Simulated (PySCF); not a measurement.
**[VBr6]2-: bond length scan**

[VBr6]2- holds V(IV), d1, at total charge -2. The structure is a model geometry with rigid ligands and bond lengths from ionic radii, not a minimum; coordination octahedral, point group Oh, metal–donor distances 2.44 Å.

The d shell alone is too small an active space for [VBr6]2- (an active orbital has only 0.66 squared overlap with the free ion's shell): its levels, fitted parameters, g values and moments show what this model gives and aren't sound predictions.

```
7

V     0.000    0.000    0.000
Br    0.000    0.000    2.440
Br    0.000    0.000   -2.440
Br    2.440    0.000    0.000
Br   -2.440    0.000    0.000
Br    0.000    2.440    0.000
Br    0.000   -2.440    0.000
```

Method (PySCF 2.14, density fitting): CASSCF(1,5) with orbitals averaged over all microstates of the shell, strongly contracted NEVPT2 on the averaged canonical orbitals; basis x2c-TZVPall on the metal, x2c-SVPall elsewhere; spin-free X2C; IEF-PCM water; spin-orbit coupling by state interaction with the mean-field operator over all roots.

All metal–ligand distances are scaled together.

```json
{"bond length": "2.245 Å", "group": "Oh", "ground": "2T2g", "next state (NEVPT2) / cm⁻¹": "2Eg 27274", "orbital energies above the lowest (NEVPT2 fit) / cm⁻¹": "0 0 0 27274 27274", "μeff(300 K) / μB": "1.61"}
{"bond length": "2.318 Å", "group": "Oh", "ground": "2T2g", "next state (NEVPT2) / cm⁻¹": "2Eg 24415", "orbital energies above the lowest (NEVPT2 fit) / cm⁻¹": "0 0 0 24415 24415", "μeff(300 K) / μB": "1.62"}
{"bond length": "2.391 Å", "group": "Oh", "ground": "?", "next state (NEVPT2) / cm⁻¹": "?", "orbital energies above the lowest (NEVPT2 fit) / cm⁻¹": "?", "μeff(300 K) / μB": "?"}
{"bond length": "2.440 Å", "group": "Oh", "ground": "2T2g", "next state (NEVPT2) / cm⁻¹": "2Eg 20661", "orbital energies above the lowest (NEVPT2 fit) / cm⁻¹": "0 0 0 20661 20661", "μeff(300 K) / μB": "1.65"}
{"bond length": "2.489 Å", "group": "Oh", "ground": "2T2g", "next state (NEVPT2) / cm⁻¹": "2Eg 19449", "orbital energies above the lowest (NEVPT2 fit) / cm⁻¹": "0 0 0 19449 19449", "μeff(300 K) / μB": "1.66"}
{"bond length": "2.562 Å", "group": "Oh", "ground": "2T2g", "next state (NEVPT2) / cm⁻¹": "2Eg 17908", "orbital energies above the lowest (NEVPT2 fit) / cm⁻¹": "0 0 0 17908 17908", "μeff(300 K) / μB": "1.67"}
{"bond length": "2.660 Å", "group": "Oh", "ground": "2T2g", "next state (NEVPT2) / cm⁻¹": "2Eg 16250", "orbital energies above the lowest (NEVPT2 fit) / cm⁻¹": "0 0 0 16250 16250", "μeff(300 K) / μB": "1.69"}
```

Question: Fill in the row at 2.391 Å.

Answer: ground: 2T2g; next state (NEVPT2) / cm⁻¹: 2Eg 22023; orbital energies above the lowest (NEVPT2 fit) / cm⁻¹: 0 0 0 22023 22023; μeff(300 K) / μB: 1.64.

Question: With what power of the bond length does 10Dq, as fitted to the states, fall?

Answer: A log–log fit of these points gives 10Dq ∝ R^−3.1; a point-charge model has R^−5 (correlation -0.998).

At 2.245 Å, 2.318 Å, 2.391 Å, 2.440 Å, 2.489 Å, 2.562 Å, 2.660 Å the ground state is orbitally degenerate, so the regular structure would distort there (Jahn–Teller).

Charge-transfer states lie outside this active space and may come lower than some of these levels. NEVPT2 lifts 2Eg from 16980 to 20661 cm⁻¹; on the d shell alone it tends to overshoot states that fill the eg-type orbitals. NEVPT2 on the d shell alone tends to put d–d bands too high for such charged or covalently bound ions.
